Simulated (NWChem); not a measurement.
# Atomisation of H2AlClS2

```
Al
Cl 1 2.1087
S 1 2.1930 2 117.04
H 3 1.3636 1 94.00 2 180.00
S 1 2.1930 2 117.04 3 180.00
H 5 1.3636 1 94.00 2 180.00
```
Charge 0, spin multiplicity 1.

All runs are NWChem calculations. Structure: optimised with PBE/def2-SVP, a minimum by its harmonic frequencies. It is one conformer; others weren't searched.

Basis set: def2-TZVP. The atomisation energy is electronic alone: no zero-point, thermal, spin-orbit or counterpoise terms. No value is extrapolated to the basis-set limit. Free atoms are single determinants with multiplicities Al 2, Cl 2, S 3, H 2.

B3LYP has NWChem's definition, with VWN1-RPA local correlation. The structure started from a generated list of species. No SCF solution was tested for a lower state. Open-shell Hartree-Fock references start from PBE0 orbitals.

Question: Order these methods by the atomisation energy they give, lowest first: PBE0, BLYP, HF, B3LYP.

Answer: HF (320.7 kcal/mol), BLYP (420.6 kcal/mol), B3LYP (425.2 kcal/mol), PBE0 (433.9 kcal/mol)
